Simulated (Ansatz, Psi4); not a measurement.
Psi4 was given this input:
```
memory 2 GB

molecule mol {
0 3
Li   -0.000000   -0.000000   -2.119923
Cl    0.000000    0.000000    0.374104
}

set {
  basis sto-3g
  reference uks
  scf_type pk
  puream true
  d_convergence 1e-8
  dft_radial_points 99
  dft_spherical_points 590
}

energy('pbe')
print_variables()
```

Q: Convert this to an input for Ansatz (a program for electronic structure).

A: Several could match; the one computed here: 
Ansatz 0.2 input:
```yaml
crystal:
  periodic: [false, false, false]
  atoms:
    - {symbol: Li, position_ang: [-0.00000000, -0.00000000, -2.11992297]}
    - {symbol: Cl, position_ang: [0.00000000, 0.00000000, 0.37410405]}
basis:
  gaussian:
    orbitals: STO-3G
hamiltonian:
  xc: pbe
magnetization: {spin_polarized: true, initial_magnetization: 2}
accuracy: high
```

Both were run: Psi4 gave -462.269065 Eh and Ansatz -462.269064 Eh, 0.001 mEh apart.
